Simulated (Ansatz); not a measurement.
One change: `CN(C)[SiH]` becomes `C[N](C)[GeH]`.

Ansatz, PBE0-D4/def2-TZVP geometries, multiplicity 1. 

Scalar relativity is left out up to krypton.

```json
{"property": "LUMO energy (B3LYP/def2-TZVPP) / eV", "`CN(C)[SiH]`": "-1.63"}
{"property": "HOMO energy (ωB97M-V/def2-TZVPP) / eV", "`CN(C)[SiH]`": "-8.32"}
{"property": "LUMO energy (PBE/def2-TZVPP) / eV", "`CN(C)[SiH]`": "-2.25"}
{"property": "HOMO–LUMO gap (B3LYP/def2-TZVPP) / eV", "`CN(C)[SiH]`": "4.39"}
{"property": "HOMO energy (B3LYP/def2-TZVPP) / eV", "`CN(C)[SiH]`": "-6.02"}
{"property": "HOMO–LUMO gap (PBE0/def2-TZVPP) / eV", "`CN(C)[SiH]`": "4.75"}
```

**Question.** Give the same properties after the change, and the shifts. (Estimate.)

**Answer.** Computed: 
| property | `C[N](C)[GeH]` | shift |
| --- | --- | --- |
| LUMO energy (B3LYP/def2-TZVPP) / eV | -1.79 | -0.16 |
| HOMO energy (ωB97M-V/def2-TZVPP) / eV | -8.60 | -0.28 |
| LUMO energy (PBE/def2-TZVPP) / eV | -2.34 | -0.09 |
| HOMO–LUMO gap (B3LYP/def2-TZVPP) / eV | 4.46 | 0.07 |
| HOMO energy (B3LYP/def2-TZVPP) / eV | -6.25 | -0.23 |
| HOMO–LUMO gap (PBE0/def2-TZVPP) / eV | 4.84 | 0.09 |

With PBE0 the HOMO falls by 0.22 eV and the LUMO falls by 0.13 eV, so the gap widens by about 0.09 eV. PBE moves the HOMO by -0.21 eV and ωB97M-V by -0.28 eV.

B3LYP here is the variant with VWN-RPA as its local correlation; programs differ in this.
